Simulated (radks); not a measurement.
The numbers below are computed, except where a source is named.
Problem. The mean radii <r> (bohr) of the occupied orbitals of an atom or ion are listed with their occupations. Level of theory: scalar-relativistic Kohn-Sham, B86b exchange with PBE correlation, spin-polarised, spherical densities, finite nucleus; Fermi nuclear charge, rms radius of each element as measured or else 0.836 A^(1/3) + 0.57 fm (a radial shooting solver on a logarithmic mesh with Libxc functionals).

orbital  occ.      <r>
1s up       1  0.04029
1s down     1  0.04029
2s up       1   0.1778
2s down     1   0.1778
2p up       3   0.1551
2p down     3   0.1551
3s up       1   0.5105
3s down     1   0.5105
3p up       3   0.5187
3p down     3   0.5187
3d up       5   0.5253
3d down     5   0.5253
4s up       1    1.456
4s down     1    1.454
4p up       3    1.731
4p down     3    1.722
5s up       1    5.155

Name the element and its charge. Open shells, if any, are filled with parallel spins first.

Solution. Z = 37, rubidium, charge 0: Rb in [Kr] 5s1. The 1s radius gives Z: for a bare nucleus <r> = (2 gamma + 1)/(2Z) with gamma = sqrt(1 - (Z/c)^2), 0.03954 bohr for Z = 37, and screening makes it slightly larger (0.04029 here). The occupations add up to 37, and the charge is Z minus that.
